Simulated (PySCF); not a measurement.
Bi(F)3 cation (BiF3), SMILES [F][Bi]([F])[F] (connectivity only; charge and spin as stated), charge +1, multiplicity 2. Coordinates come from a PBE-D3(BJ)/def2-SVP optimisation. The multiplicity is an assumed one; other spin states were not compared. The isomer is the one that the SMILES or the coordinates give; other isomers of the formula were not compared. The def2 effective core potentials stand for the cores of Bi; spin–orbit coupling is left out.

Calculation: PBE-D3(BJ)/def2-SVP (PySCF 2.14.0).

Harmonic wavenumbers (cm⁻¹): 111, 114, 114, 505, 505, 531. Rotational constants (GHz): 3.896, 3.896, 2.540; symmetry number 3.

Problem. Work out the zero-point energy and the ideal-gas rigid-rotor harmonic-oscillator thermochemistry at 298.15 K and 1 atm.

Solution. ZPE = ½ Σ hcν = ½ × 1880 cm⁻¹ = 11.25 kJ/mol. H − E(el) = 28.44 kJ/mol. Entropy in J/(mol K): translation 178.38, rotation 101.85, vibration 48.20, spin 5.76, total 334.19. G − E(el) = -71.20 kJ/mol. Cp = 72.90 J/(mol K). Modes under 150 cm⁻¹ make the vibrational entropy uncertain.
